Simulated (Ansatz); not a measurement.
Two structures of SiH5O4F, closed shell, reached by relaxing down either side of one saddle point (PBE0-D4/def2-TZVP). Energies are electronic, without zero-point energy. Computed with Ansatz 0.2.0 (basis: def2-TZVPP and def2-QZVPP); correlated methods freeze the cores. Extrapolation: Hartree–Fock as exp(−7.88 √X), correlation as X^−2.97. First:

```tsv
atom	x (Å)	y (Å)	z (Å)
Si1	-0.4895	-0.2528	-0.1132
O2	0.2078	1.2530	-0.1197
O3	-1.3987	-0.5744	-1.4219
O4	-1.4914	-0.2251	1.1663
O5	0.7456	-1.2967	-0.0773
H6	1.7657	1.1383	0.3937
F7	2.5813	0.7541	0.6892
H8	-0.3481	1.9812	0.1655
H9	-0.9408	-0.9201	-2.1898
H10	-2.2016	-0.8678	1.1869
H11	1.5696	-0.9896	0.3202
```

Second:

```tsv
atom	x (Å)	y (Å)	z (Å)
Si1	-0.0675	-0.4101	-0.9464
O2	0.6680	0.9802	2.0746
O3	-0.8636	-1.8277	-0.9585
O4	-1.0555	0.6619	-0.1951
O5	1.3567	-0.3928	-0.2049
H6	1.0677	1.8352	2.2490
F7	0.1793	0.0110	-2.4567
H8	-0.1339	1.1582	1.5622
H9	-0.5088	-2.5479	-1.4806
H10	-1.9967	0.5484	-0.3392
H11	1.3542	-0.0163	0.6955
```

Problem. Which bonds change from the first to the second?

Solution. SiH₄O₄ ([OH][Si]([OH])([OH])[OH]) + HF → SiH₃O₃F ([OH][Si]([OH])([OH])[F]) + H₂O; bonds formed: Si1–F7, O2–H6; bonds broken: Si1–O2, H6–F7.

Problem. Give the saddle point's structure and its height above each. (Judge from chemistry; the value comes from the calculation.)

Solution. Computed: 102.3 kJ/mol above the first and 136.9 kJ/mol above the second (CCSD(T) at an estimated basis limit (MP2 extrapolated from triple and quadruple zeta, plus CCSD(T) − MP2 in triple zeta)).
```
atom    x (Å)    y (Å)    z (Å)
 Si1  -0.1763  -0.2746   0.1127
  O2   0.2752   1.3798   0.6427
  O3  -0.7152  -0.4633  -1.4186
  O4  -1.6007  -0.2026   0.9324
  O5   0.6775  -1.4170   0.8879
  H6   1.0866   1.3307  -0.0539
  F7   1.5757   0.3113  -0.7511
  H8  -0.4022   2.0556   0.5396
  H9  -0.0093  -0.4638  -2.0692
 H10  -2.2958  -0.7687   0.5958
 H11   1.5844  -1.4875   0.5815
```

T1 diagnostic: at most 0.012.

Steps of this kind, hydrogen fluoride cutting a network bond, underlie vapour etching and the fluorination step of atomic layer etching.

Labels in which every atom is bracketed show which atoms are joined, not bond orders.

For scale, one of the runs: CCSD(T)/def2-TZVPP, 267 basis functions, launched by `ansatz run in.yaml --threads 8 --pin off --events-out ev --progress --plain --max-ram 19148MiB`. Hardware: 8 CPU threads of an Arm Neoverse V2, shared host. Wall time 2.9 min; peak host memory 7.5 GiB.
